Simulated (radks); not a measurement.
Problem. Excited configurations of the mercury ion Hg+: one electron is placed in a higher orbital outside [Xe] 4f14 5d10. The ground configuration is [Xe] 4f14 5d10 6s1. All-electron calculation, Dirac Kohn-Sham, BLYP, spin-unpolarised, spherical densities, point nucleus; open shells fill j = l - 1/2 first. Program: a radial shooting solver on a logarithmic mesh with Libxc functionals. Excitation = E - E(ground); binding = E(ion) - E, where the ion is the core of charge +2; n* = 2/sqrt(2 binding) in atomic units, and the quantum defect is n - n*.

outer orbital  excitation (eV)  binding (eV)     n*  quantum defect  eigenvalue (eV)  <r> (bohr)
5f5/2                   15.632         3.448  3.973           1.027           -2.344       8.537
6p1/2                    6.405        12.675  2.072           3.928           -9.165       3.136
6d3/2                   13.347         5.733  3.081           2.919           -3.982       5.748
7s1/2                   12.024         7.056  2.777           4.223           -5.469       5.955
7p1/2                   13.502         5.578  3.124           3.876           -4.287       7.122
7d3/2                   15.592         3.488  3.950           3.050           -2.604       10.70

Estimate the row for 6f5/2.

Solution. excitation (eV) 16.646; binding (eV) 2.434; n* 4.728; quantum defect 1.272; eigenvalue (eV) -1.770; <r> (bohr) 14.11. The Delta-SCF ionisation energy is 19.080 eV (NIST Atomic Spectra Database: 18.757 eV, measured). Self-interaction in the functional shifts the binding energies and quantum defects, so they are the method's values and not measured ones. Spin polarisation and multiplet splitting are left out, so open shells lie too high by an amount that depends on their filling.

Beside tabulated values, note that spin-unpolarised runs miss the spin-polarisation part of the exchange energy of open shells.
